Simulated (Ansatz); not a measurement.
Born–Oppenheimer molecular dynamics of C3H6BLi (11 atoms, charge 0, multiplicity 1). It goes on from the last frame of an earlier run, with new velocities.

Level of theory: UKS revPBE-D4/STO-3G in Ansatz.

```yaml
ensemble: NVE (velocity Verlet)
time_step: 1 fs
steps_asked: 158
starting_velocities_drawn_for: 1500 K
seed: 65521
```

First frame:

```xyz
11
Properties=species:S:1:pos:R:3
Li -0.379 0.441 -1.802
C 0.149 1.387 -0.228
C 0.048 -0.056 0.058
B 1.243 -0.835 0.701
C -1.219 -0.681 -0.278
H 0.978 1.842 0.267
H -0.846 1.895 -0.026
H 2.295 -0.391 0.877
H 0.941 -1.899 1.132
H -1.459 -1.736 0.025
H -2.115 -0.001 -0.195
```

Task: How far do the bonds stretch over the last three quarters of this one trajectory? (Pairs bonded in most of those frames.)

Result: 
| bond | mean (Å) | spread (Å) | shortest | longest |
| --- | --- | --- | --- | --- |
| Li1–C2 | 2.068 | 0.077 | 1.95 | 2.20 |
| Li1–C3 | 2.023 | 0.066 | 1.90 | 2.14 |
| Li1–C5 | 2.113 | 0.159 | 1.84 | 2.36 |
| C2–C3 | 1.460 | 0.043 | 1.38 | 1.55 |
| C2–H6 | 1.116 | 0.065 | 1.01 | 1.23 |
| C2–H7 | 1.125 | 0.045 | 1.04 | 1.21 |
| C3–B4 | 1.566 | 0.044 | 1.46 | 1.67 |
| C3–C5 | 1.456 | 0.049 | 1.36 | 1.57 |
| B4–H8 | 1.218 | 0.099 | 1.05 | 1.38 |
| B4–H9 | 1.196 | 0.048 | 1.08 | 1.32 |
| C5–H10 | 1.105 | 0.010 | 1.09 | 1.13 |
| C5–H11 | 1.118 | 0.017 | 1.09 | 1.15 |

Mean temperature of the second half: 861 K. The conserved energy wandered by up to 5.4 meV per atom (net 2.5 meV per atom), which is poor conservation. The temperature averaged 0.57 of the 1500 K drawn at the start: a run that starts near a minimum puts about half its kinetic energy into the potential. A run of 0.16 ps of so small a system gives no equilibrium averages. Limits of this set-up: minimal basis.

The run took 8.9 min on 1 thread of Intel(R) Xeon(R) Platinum 8259CL CPU @ 2.50GHz (Skylake/Cascade Lake) (shared host), peak memory 0.14 GiB.
